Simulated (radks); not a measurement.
Problem. Cu+, 28 electrons, occupied as [Ne] 3s1.75 3p6 3d10 4s0.25 (fractional occupations, a model configuration). Calculated with a radial shooting solver on a logarithmic mesh with Libxc functionals: non-relativistic Kohn-Sham, TPSS, spin-polarised, spherical densities, point nucleus; open shells are filled with parallel spins first; meta-GGA in the generalised Kohn-Sham scheme. Some entries of the table are withheld. Estimate them.

orbital,occ.,eigenvalue (Ry),<r^2> (bohr^2)
1s up,1,-644.8706,0.003746
1s down,1,-644.8580,0.003746
2s up,1,-77.42550,0.06696
2s down,1,-77.41487,0.06696
2p up,3,-67.86619,0.05287
2p down,3,-67.85490,0.05287
3s up,1,(1),0.6021
3s down,0.75,(2),0.6030
3p up,3,-6.03447,0.6715
3p down,3,-6.00132,0.6726
3d up,5,(3),(4)
3d down,5,(5),(6)
4s up,0.25,-0.86741,7.918
4s down,0,-0.84442,7.975

Solution. 
(1) 3s up eigenvalue (Ry): -9.01184
(2) 3s down eigenvalue (Ry): -8.97498
(3) 3d up eigenvalue (Ry): -1.11805
(4) 3d up <r^2> (bohr^2): 1.312
(5) 3d down eigenvalue (Ry): -1.09197
(6) 3d down <r^2> (bohr^2): 1.317
